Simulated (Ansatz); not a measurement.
Geometry optimisation, RKS PBE0/def2-mTZVP (Ansatz).

input.yaml

```yaml
crystal:
  periodic: [false, false, false]
  atoms:
    - { symbol: O, position_ang: [-0.7416, 1.1927, -1.4876] }
    - { symbol: B, position_ang: [0.2507, 0.977, -0.5136] }
    - { symbol: Ge, position_ang: [0.3787, -0.8423, 0.3225] }
    - { symbol: S, position_ang: [-1.4051, -1.3166, 1.3924] }
    - { symbol: H, position_ang: [-0.3716, 1.0028, -2.3863] }
    - { symbol: H, position_ang: [1.0016, 1.8565, -0.205] }
    - { symbol: H, position_ang: [1.6128, -0.8406, 1.3516] }
    - { symbol: H, position_ang: [0.7118, -1.8861, -0.7711] }
    - { symbol: H, position_ang: [-2.27857, -1.26209, 0.25443] }
basis:
  gaussian: { orbitals: def2-mTZVP }
hamiltonian:
  xc: pbe0
relax:
  f_tol: 0.015
  max_steps: 40
```

Run as:

```bash
$ ansatz run input.yaml --threads 2 --pin off --max-ram 3072MiB --backend cpu --events-out ev --progress --plain --runs-dir out
```

Task: Where does it end, and by what steps?

Result: The forces met the threshold. The force dipped under the threshold on the way, but the program's further checks kept it going. After 36 steps the energy has fallen by 1.072 eV; H5 moved furthest, 1.22 Å.

| step | energy less start (eV) | largest force component (eV/Å) | accepted |
| --- | --- | --- | --- |
| 0 | 0.0000 | 2.480 | yes |
| 2 | -0.4793 | 1.756 | yes |
| 4 | -0.9568 | 1.372 | yes |
| 6 | -1.0397 | 0.235 | yes |
| 8 | -1.0476 | 0.130 | yes |
| 10 | -1.0500 | 0.017 | yes |
| 12 | -1.0511 | 0.076 | yes |
| 14 | -1.0555 | 0.101 | yes |
| 16 | -1.0580 | 0.042 | yes |
| 18 | -1.0585 | 0.427 | no |
| 20 | -1.0631 | 0.051 | yes |
| 22 | -1.0679 | 0.166 | yes |
| 24 | -1.0694 | 0.091 | yes |
| 26 | -1.0704 | 0.063 | yes |
| 28 | -1.0709 | 0.059 | yes |
| 30 | -1.0712 | 0.013 | yes |
| 32 | -1.0713 | 0.025 | yes |
| 34 | -1.0715 | 0.012 | yes |
| 36 | -1.0715 | 0.010 | yes |

```xyz
9
Properties=species:S:1:pos:R:3
O -0.898 1.097 -1.171
B 0.347 0.717 -0.819
Ge 0.510 -0.948 0.406
S -1.545 -1.689 0.908
H -0.927 1.874 -1.743
H 1.301 1.330 -1.213
H 1.241 -0.637 1.729
H 1.293 -2.094 -0.271
H -2.164 -0.770 0.131
```

Time of the run: 54 s on 2 threads of AMD EPYC 9B45 (Zen 5), with other jobs on the host, peak memory 0.29 GiB.
